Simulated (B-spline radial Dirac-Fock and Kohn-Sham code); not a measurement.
Two-hole binding energies of Cl⁴⁺

System: the Cl⁴⁺ ion, configuration [Ne] 3s2 3p1, inside a Watson sphere of charge -4 and radius 2.4 Å (a model of the Madelung potential; inside it an electron's potential energy is raised by 24.0 eV).

These are calculated numbers from a radial finite-basis atomic code; the model is Dirac-Fock energy differences between relaxed states, corrected for Breit and QED terms. U is the two-hole binding energy less the two single-hole energies, the effective repulsion of the holes after relaxation. Each two-hole energy is an average over J within one jj subconfiguration.

```csv
holes,E(a) (eV),E(b) (eV),E(ab) (eV),U (eV)
1s⁻²,2880.1,2880.1,?,?
1s⁻¹ 2p1/2⁻¹,2880.1,254.6,3201.5,66.8
1s⁻¹ 2p3/2⁻¹,2880.1,252.9,3199.4,66.3
2s⁻²,325.4,325.4,699.0,48.1
2s⁻¹ 2p1/2⁻¹,325.4,254.6,623.9,43.9
2s⁻¹ 2p3/2⁻¹,325.4,252.9,622.1,43.8
2p1/2⁻²,254.6,254.6,562.1,53.0
2p1/2⁻¹ 2p3/2⁻¹,254.6,252.9,557.2,49.7
2p3/2⁻²,252.9,252.9,556.4,50.6
2p1/2⁻¹ 3s⁻¹,254.6,55.59,332.3,22.2
2p3/2⁻¹ 3s⁻¹,252.9,55.59,330.6,22.1
```

Question: Give the missing two-hole energy and U.

Answer: E(ab) = 6000.1 eV and U = 239.9 eV.
